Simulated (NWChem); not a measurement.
System: ZrN$_{2}$H$_{6}$; SMILES [NH2][ZrH2][NH2]

NWChem input:

```
start job
memory heap 200 mb stack 900 mb global 1100 mb
geometry units angstroms noautoz
  Zr     0.000000     0.000000    -0.099820
  N      1.696550    -0.085970     0.980646
  H      2.612739    -0.132047     0.532779
  H      1.838973    -0.093389     1.988953
  N     -1.696550     0.085970     0.980646
  H     -2.612739     0.132047     0.532779
  H     -1.838973     0.093389     1.988953
  H     -0.075976    -1.499020    -1.224676
  H      0.075976     1.499020    -1.224676
end
basis spherical
  * library def2-svpd
end
ecp
  Zr library def2-ecp
end
dft
  xc xpbe96 cpbe96
  iterations 150
end
tddft
  cis
  nroots 6
  notriplet
end
task tddft energy
```

Coordinates come from a PBE0/def2-SVP optimisation. Not confirmed as a minimum by frequencies. def2 effective core potentials on Zr; no spin-orbit coupling.

Vertical excitations in the gas phase.

Problem. Give the results of this calculation. (PBE/def2-SVPD with def2 effective core potentials on Zr, TDA.) Quantities: lowest excitation, singlet (eV); oscillator strength of that lowest state; orbital gap (eV).

Solution. The lowest excitation, singlet (eV) is 3.53. The oscillator strength of that lowest state is 0.005. The orbital gap (eV) is 3.48.
